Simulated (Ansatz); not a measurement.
One change: `F[Si]1(F)NCO1` becomes `F[SiH]1NCO1`.

Ansatz, PBE0-D4/def2-TZVP geometries, multiplicity 1. 

```
                                          property  `F[Si]1(F)NCO1`
               HOMO–LUMO gap (PBE/def2-TZVPP) / eV             6.35
           HOMO–LUMO gap (ωB97M-V/def2-TZVPP) / eV            12.60
              HOMO–LUMO gap (PBE0/def2-TZVPP) / eV             8.76
size of the dipole moment (ωB97M-V/def2-TZVPP) / D             2.91
               LUMO energy (B3LYP/def2-TZVPP) / eV             0.42
                LUMO energy (PBE0/def2-TZVPP) / eV             0.78
```

**Question.** Give the same properties after the change, and the shifts. (Estimate.)

**Answer.** The calculation gave: 
```json
{"property": "HOMO–LUMO gap (PBE/def2-TZVPP) / eV", "`F[SiH]1NCO1`": "5.66", "shift": "-0.69"}
{"property": "HOMO–LUMO gap (ωB97M-V/def2-TZVPP) / eV", "`F[SiH]1NCO1`": "12.05", "shift": "-0.55"}
{"property": "HOMO–LUMO gap (PBE0/def2-TZVPP) / eV", "`F[SiH]1NCO1`": "8.03", "shift": "-0.73"}
{"property": "size of the dipole moment (ωB97M-V/def2-TZVPP) / D", "`F[SiH]1NCO1`": "2.13", "shift": "-0.78"}
{"property": "LUMO energy (B3LYP/def2-TZVPP) / eV", "`F[SiH]1NCO1`": "0.13", "shift": "-0.29"}
{"property": "LUMO energy (PBE0/def2-TZVPP) / eV", "`F[SiH]1NCO1`": "0.39", "shift": "-0.39"}
```

With PBE0 the HOMO rises by 0.34 eV and the LUMO falls by 0.39 eV, so the gap narrows by about 0.73 eV. PBE moves the HOMO by 0.29 eV and ωB97M-V by 0.35 eV. Dipoles are sizes alone; their direction can turn.

B3LYP here is the variant with VWN-RPA as its local correlation; programs differ in this.
